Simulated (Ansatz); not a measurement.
Reaction (cleavage of the Si–Si bond): `OC(F)[SiH2][SiH3]` + `C[O][AlH][SH]` → `C[O][AlH][S][SiH3]` + `OC(F)[SiH3]`

Program: Ansatz. Geometries: PBE0-D4/def2-TZVP. ΔE: electronic, gas phase. CCSD(T)/CBS adds triple-zeta CCSD(T) − MP2 to the extrapolated MP2 energy (def2 sets, frozen cores). Functionals use def2-TZVPP. B3LYP here is the variant with VWN-RPA as its local correlation; programs differ in this. Each species was taken in one conformer, which may not be the lowest.

| level | ΔE (kJ/mol) | difference from CCSD(T)/CBS |
| --- | --- | --- |
| PBE0-D4 | -51.3 | 7.9 |
| B3LYP-D4 | -56.6 | 2.6 |
| ωB97X-V | -56.1 | 3.1 |
| PBE | -43.0 | 16.2 |
| HF/def2-TZVPP | -66.7 | -7.5 |
| MP2/def2-TZVPP | -66.6 | -7.4 |
| CCSD/def2-TZVPP | -56.4 | 2.8 |
| CCSD(T)/def2-TZVPP | -56.1 | 3.1 |
| MP2/CBS(def2) | -69.6 | -10.4 |
| CCSD/CBS(def2) | -59.5 | -0.3 |
| CCSD(T)/CBS | -59.2 | 0 |

Largest T1 diagnostic among the species: 0.013.

The D4 term adds −4.4 kJ/mol with B3LYP and −2.3 kJ/mol with PBE0; it sums over pairs of atoms, weighted by their polarisabilities, and B3LYP, whose exchange is more repulsive, gets the larger term. From PBE to PBE0 (25 % exact exchange), in def2-TZVPP and without D4, ΔE moves by −5.9 kJ/mol.
